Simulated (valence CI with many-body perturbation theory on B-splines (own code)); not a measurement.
Results of a calculation; reference values are marked as such.
**Au⁸⁺: magnetic and hyperfine properties of the levels**

Level of theory: configuration interaction combined with many-body perturbation theory (CI+MBPT): three valence electrons over a frozen Dirac-Fock core [Xe] 4f14, radial functions for each j: 9 s, 9 p, 10 d, 8 f, 5 g, 3 h, 1 i, with the one-electron correlation potential Σ1 (screened to all orders), the two-electron term Σ2, the three-electron term Σ3, Breit, model QED; selected single and double excitations, second order for the rest, scaled by the run's own slope (own B-spline code, finite nucleus).

No measured levels were compared; by estimate terms of the open shell hold to 2 to 4 % of their energy, and close levels can change places; different configurations can be misplaced against each other by 1,000 to 8,000 cm⁻¹. Core correlation moves these levels by up to 15000 cm⁻¹, and in measured spectra 5 to 20 % of such shifts remained as error; rates that hang on mixing are uncertain with them. The list stops below the first excitations out of the core.

A/g_I is the dipole constant over the nuclear g factor μ/I (μ in nuclear magnetons, uniformly magnetised nucleus), B/Q the quadrupole constant per barn. Both hold the static response of the core; the bare values leave it out. Large factors of s and p1/2 electrons are usually good to 5 to 10 %; those of open d and f shells near neutrality can be off by tens of per cent, and small factors of p3/2, d and f electrons come from cancelling terms and can be off by a factor of two or in sign, in half-filled shells by more. B is blank for J = 1/2, where it vanishes, and for nearly pure S terms. Energies count from the lowest level.

Levels are named by their leading jj configuration (3d3/2^4 stands for four electrons in 3d with j = 3/2), which in mixed levels can hold well under half, so a name can repeat and another be missing. Letters in brackets count levels of one name in rising energy.

| Level | E (cm⁻¹) | g | A/g_I (MHz) | A/g_I bare | B/Q (MHz/b) | B/Q bare |
| --- | --- | --- | --- | --- | --- | --- |
| (5d3/2^3) J=3/2 | 0 | 0.536 | 4460 | 3340 | -1690 | -1490 |
| (5d3/2^2 5d5/2) J=5/2 | 12315 | 1.041 | 1670 | 1880 | -1110 | -1010 |
| (5d3/2^2 5d5/2) J=7/2 | 20151 | 1.152 | 1220 | 1790 | -319 | -365 |
| (5d3/2^2 5d5/2) J=3/2 | 21676 | 1.343 | 341 | 1520 | -1070 | -963 |
| (5d3/2^2 5d5/2) J=9/2 | 23648 | 1.143 | 1390 | 1980 | 1270 | 992 |
| (5d3/2^2 5d5/2) J=1/2 | 25433 | 2.022 | -4260 | -1680 |  |  |
| (5d3/2 5d5/2^2) J=7/2 [a] | 36719 | 0.992 | 1830 | 1850 | 784 | 708 |
| (5d3/2 5d5/2^2) J=9/2 | 38658 | 1.111 | 1280 | 1680 | 1460 | 1250 |
| (5d3/2 5d5/2^2) J=5/2 [a] | 38673 | 1.527 | -924 | 615 | 2310 | 1980 |
| (5d3/2 5d5/2^2) J=3/2 [a] | 44416 | 1.176 | 1090 | 1740 | -2350 | -2060 |
| (5d3/2 5d5/2^2) J=1/2 | 46490 | 1.313 | -940 | -455 |  |  |
| (5d3/2 5d5/2^2) J=11/2 | 49245 | 1.090 | 1460 | 1820 | 5050 | 4430 |
| (5d3/2 5d5/2^2) J=5/2 [b] | 53569 | 1.198 | 911 | 1550 | -0.0796 | 19.0 |
| (5d3/2 5d5/2^2) J=5/2 [c] | 57348 | 0.956 | 1730 | 1560 | 2510 | 2180 |
| (5d3/2 5d5/2^2) J=7/2 [b] | 59820 | 1.124 | 1340 | 1830 | 1240 | 1100 |
| (5d5/2^3) J=9/2 | 60357 | 1.099 | 1140 | 1410 | 1160 | 1050 |
| (5d5/2^3) J=3/2 | 65286 | 1.187 | 972 | 1620 | 593 | 550 |
| (5d3/2 5d5/2^2) J=3/2 [b] | 85914 | 0.822 | 3080 | 2780 | 2740 | 2420 |
| (5d5/2^3) J=5/2 | 89670 | 1.163 | 881 | 1370 | 1370 | 1240 |
| (5d3/2^2 6s) J=3/2 | 220600 | 0.450 | -13000 | -12000 | 420 | 385 |
| (5d3/2^2 6s) J=5/2 | 224530 | 1.024 | 17400 | 16000 | 323 | 290 |
| (5d3/2 5d5/2 6s) J=7/2 [a] | 239070 | 1.229 | 12300 | 11700 | 1020 | 843 |
| (5d3/2^2 6s) J=1/2 | 242640 | 2.453 | 74200 | 69100 |  |  |
| (5d3/2 5d5/2 6s) J=5/2 [a] | 243990 | 0.987 | -5460 | -4550 | 865 | 733 |
| (5d3/2 5d5/2 6s) J=9/2 | 249410 | 1.285 | 10800 | 10500 | 2990 | 2550 |
| (5d3/2 5d5/2 6s) J=3/2 [a] | 251350 | 1.555 | 11700 | 11500 | 1810 | 1550 |
| (5d3/2 5d5/2 6s) J=5/2 [b] | 251740 | 1.322 | 16000 | 15100 | -1300 | -1200 |
| (5d3/2 5d5/2 6s) J=3/2 [b] | 256950 | 1.085 | -198 | 230 | -1330 | -1200 |
| (5d3/2 5d5/2 6s) J=7/2 [b] | 256960 | 1.025 | -6670 | -5500 | 4000 | 3520 |
| (5d3/2 5d5/2 6s) J=1/2 | 261960 | 0.915 | -17600 | -16100 |  |  |
| (5d5/2^2 6s) J=9/2 | 269190 | 1.159 | 11100 | 10400 | 5430 | 4850 |
| (5d5/2^2 6s) J=7/2 | 272810 | 1.015 | -7970 | -6860 | 3820 | 3380 |
| (5d5/2^2 6s) J=5/2 | 273190 | 1.351 | 18100 | 17000 | -1740 | -1530 |
| (5d5/2^2 6s) J=3/2 | 279410 | 1.174 | -15500 | -13200 | -1710 | -1550 |
| (5d5/2^2 6s) J=1/2 | 304280 | 1.968 | 86900 | 79300 |  |  |
| (5d3/2^2 6p1/2) J=5/2 | 322760 | 0.712 | 7790 | 7030 | 801 | 707 |
| (5d3/2^2 6p1/2) J=3/2 | 329030 | 0.705 | 289 | 41.1 | 189 | 186 |
| (5d3/2 5d5/2 6p1/2) J=7/2 | 342920 | 1.022 | 4560 | 4550 | 921 | 781 |
| (5d3/2 5d5/2 6p1/2) J=5/2 | 344290 | 1.105 | -829 | -214 | 273 | 221 |

Take the isotope of mass number 197, with I = 3/2, μ = 0.1452 μN and Q = 0.547 b. What is the hyperfine structure of (5d3/2^3) J=3/2?

From the table A = 432 MHz, B = -926 MHz. Shifts from the centre of gravity in MHz: F = 0: -2780, F = 1: -1420, F = 2: 370, F = 3: 740.
